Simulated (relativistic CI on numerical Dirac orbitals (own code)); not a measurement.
**Electric-dipole lines of La XLVIII**

These numbers are calculated, not measured: Dirac-Coulomb-Breit CI, orbitals from a KLI potential per configuration, model QED (radiative potential, 1s self-energy scaled to tabulated hydrogen-like ionisation energies), unscaled Slater integrals (own radial code, finite nucleus).

Configurations in the expansion (outside the closed core 1s2): 2s²2p⁶, 2s²2p⁵3s, 2s²2p⁵3p, 2s²2p⁵3d, 2s2p⁶3s, 2s2p⁶3p, 2s2p⁶3d, 2s²2p⁵4s, 2s²2p⁵4p, 2s²2p⁵4d, 2s²2p⁵4f, 2s2p⁶4s, 2s²2p⁴3s², 2s2p⁶4p, 2s2p⁶4d, 2s2p⁶4f, 2s²2p⁴3s3p, 2s²2p⁵5s, 2s²2p⁵5p, 2s²2p⁵5d, 2s²2p⁵5f, 2s²2p⁵5g, 2s²2p⁴3s3d, 2s²2p⁴3p², 2s²2p⁴3p3d, 2s2p⁵3s², 2s²2p⁴3d², 2s2p⁵3s3p, 2s2p⁵3s3d, 2s2p⁵3p², 2s2p⁶5s, 2s2p⁶5p, 2s2p⁶5d, 2s2p⁶5f, 2s2p⁶5g, 2s2p⁵3p3d. Levels of other configurations are missing.

| λ vac (nm) | Lower | Upper | A (s⁻¹) | E lower (Ry) | E upper (Ry) |
| --- | --- | --- | --- | --- | --- |
| 0.22448 | 2s²2p⁶ ¹S0 [1] | 2s²2p⁵3d ³D°1 [26] | 6.24e+14 | 0.000 | 405.946 |
| 0.24140 | 2s²2p⁶ ¹S0 [1] | 2s²2p⁵3d ¹P°1 [17] | 8.78e+14 | 0.000 | 377.497 |
| 0.68271 | 2s²2p⁵3p ³D2 [5] | 2s²2p⁵4d ³F°3 [48] | 3.05e+13 | 356.145 | 489.622 |
| 0.72263 | 2s²2p⁵3p ³D3 [6] | 2s²2p⁵4d ³F°4 [50] | 3.77e+13 | 364.250 | 490.354 |
| 0.76513 | 2s²2p⁵3d ³F°2 [25] | 2s²2p⁵4f ³G3 [72] | 7.23e+13 | 404.601 | 523.700 |
| 0.76636 | 2s²2p⁵3d ³F°3 [12] | 2s²2p⁵4f ³G4 [55] | 7.17e+13 | 373.402 | 492.310 |
| 0.76762 | 2s²2p⁵3d ³D°2 [13] | 2s²2p⁵4f ³F3 [57] | 5.59e+13 | 373.751 | 492.464 |
| 0.77473 | 2s²2p⁵3d ³F°4 [14] | 2s²2p⁵4f ³G5 [58] | 7.63e+13 | 375.039 | 492.663 |
| 0.77552 | 2s²2p⁵3d ³P°2 [28] | 2s²2p⁵4f ³D3 [75] | 7.30e+13 | 406.581 | 524.086 |
| 0.77599 | 2s2p⁶3d ³D3 [36] | 2s2p⁶4f ³F°4 [120] | 7.58e+13 | 430.910 | 548.344 |
| 0.77618 | 2s²2p⁵3d ¹D°2 [15] | 2s²2p⁵4f ¹F3 [60] | 6.31e+13 | 375.381 | 492.785 |
| 0.77694 | 2s²2p⁵3d ³F°3 [29] | 2s²2p⁵4f ³G4 [74] | 7.61e+13 | 406.794 | 524.083 |
| 0.77943 | 2s²2p⁵3d ³D°3 [16] | 2s²2p⁵4f ³F4 [61] | 6.70e+13 | 375.926 | 492.840 |
| 0.79075 | 2s²2p⁵3d ¹P°1 [17] | 2s²2p⁵4f ¹D2 [59] | 5.96e+13 | 377.497 | 492.738 |
| 1.7361 | 2s²2p⁵4f ³G4 [55] | 2s²2p⁵5g ³H°5 [107] | 2.21e+13 | 492.310 | 544.799 |
| 1.7398 | 2s²2p⁵4f ³F3 [57] | 2s²2p⁵5g ³G°4 [109] | 1.94e+13 | 492.464 | 544.842 |
| 1.7440 | 2s²2p⁵4f ³G5 [58] | 2s²2p⁵5g ³H°6 [111] | 2.27e+13 | 492.663 | 544.913 |
| 1.7459 | 2s²2p⁵4f ³G4 [74] | 2s²2p⁵5g ³H°5 [138] | 2.26e+13 | 524.083 | 576.279 |
| 1.7477 | 2s²2p⁵4f ¹F3 [60] | 2s²2p⁵5g ¹G°4 [112] | 1.99e+13 | 492.785 | 544.925 |
| 1.7485 | 2s²2p⁵4f ³F4 [61] | 2s²2p⁵5g ³G°5 [113] | 2.10e+13 | 492.840 | 544.957 |

Terms are leading LS components. Brackets give the number of a level in order of energy, since labels repeat. The list gives strong lines, with weight on those to low levels, without lines whose two gauges differ by over a factor of 2.5, among the lowest 157 of 838 levels, so that lines to higher ones, which can be the strongest, are missing. Levels whose partners in the same complex of configurations lie outside the list can be far off, and so can their lines. Rates are taken at the computed energies, electric ones in the length gauge.

At this charge energies of transitions that change n are usually good to better than 1 %, and those within a shell (Δn = 0) to a few per cent.

**Question.** From the table, what is the radiative lifetime of 2s²2p⁵3d ³D°1?

**Answer.** The listed rates from this level add up to about 6.24e+14 s⁻¹, 100 % of its decay; with all channels τ = 1.60e-15 s.

LS names give the leading component of a level, which can be under half, so a name can repeat, a term be missing and a line seem to break the LS rules.
